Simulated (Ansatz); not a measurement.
Ansatz (a quantum-chemistry and plane-wave program) input (RI-MP2/aug-cc-pV(Q+d)Z):
A basis named .json is the Basis Set Exchange file of that set.

Ansatz 0.2 input:
```yaml
crystal:
  periodic: [false, false, false]
  atoms:
    - {symbol: C, position_ang: [-2.40009186, 0.05728622, -0.06659164]}
    - {symbol: C, position_ang: [-0.95260980, 0.43390224, -0.06128444]}
    - {symbol: C, position_ang: [0.02922467, -0.44731718, 0.03867013]}
    - {symbol: Cl, position_ang: [1.71324227, -0.00833146, 0.04477456]}
    - {symbol: H, position_ang: [-2.88467872, 0.38879317, -0.98896872]}
    - {symbol: H, position_ang: [-2.92968969, 0.53712876, 0.76092152]}
    - {symbol: H, position_ang: [-2.53611798, -1.02106386, 0.02131960]}
    - {symbol: H, position_ang: [-0.70748350, 1.48728067, -0.14427258]}
    - {symbol: H, position_ang: [-0.12628686, -1.51373158, 0.12506840]}
basis:
  gaussian:
    orbitals: aug-cc-pV_Q+d_Z.json
    fitting: {mean_field: def2-universal-jkfit, correlation: aug-cc-pVQZ-RIFIT.json}
total_charge: 1
magnetization: {spin_polarized: true, initial_magnetization: 1}
correlation: {method: mp2, electrons: outside_noble_gas}
```

Output:

```
Functional definition: HF
integrals: 1.28 GiB planned
443 factors; integrals over basis functions are off by at most 3.9e0 eV
mean field: 2.80 GiB planned
mean field evaluation 1: about -15662.5133 eV, gradient 2.8e1 eV
mean field evaluation 2: about -15665.8902 eV, gradient 1.4e1 eV
mean field evaluation 4: about -15667.0359 eV, gradient 1.6e0 eV
mean field evaluation 8: about -15667.1186 eV, gradient 2.0e-1 eV
mean field evaluation 16: about -15665.2854 eV, gradient 2.3e-6 eV
mean field evaluation 32: about -15663.8673 eV, gradient 8.1e0 eV
mean field -15667.12090420 eV, -575.7560736734 hartree, gradient 2.6e-6 eV, S^2 0.760901; 5 other end points of the search recorded, 0 dependent functions left out
8 core orbitals not correlated
1098 factors; their error is unknown
reference -15667.12090420 eV, -575.7560736734 hartree; 12, 11 occupied and 539, 540 virtual orbitals, 1098 factors
second order -18.84927395 eV of doubles, -0.00000000 eV of singles
Total energy: -15685.97017815 eV, -576.4487717144 hartree
```

This state (charge 1, doublet) is run at the relaxed geometry of the species with charge 0 and multiplicity 1.
